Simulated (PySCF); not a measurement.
Level of theory: PBE-D3(BJ)/def2-TZVP // TPSS-D3(BJ)/def2-SVP (PySCF). Gas-phase values, no solvent. One relaxed conformer stands for a flexible species; it need not be the lowest. 

Reference species: [Cd(OH)(Cl)] (neutral, multiplicity 1).

The HOMO–LUMO gap is 3.91 eV. The charge on the central atom (Mulliken) comes out as 0.76 e and the LUMO is -2.86 eV. The coordination number is 2.

After one change: the HOMO–LUMO gap increases by 0.64 eV; the charge on the central atom (Mulliken) falls by 0.11 e; the LUMO rises by 1.43 eV; the coordination number is nearly the same.

**Question.** Name the change that produced these shifts. The new species is one of these.
(A) [Cd(OH)(F)]
(B) [Cd(OH)(N(CH3)2)]
(C) [Cd(OH)(CH3)]
(D) [Cd(OH)(NH2)]

**Answer.** C, [Cd(OH)(CH3)]
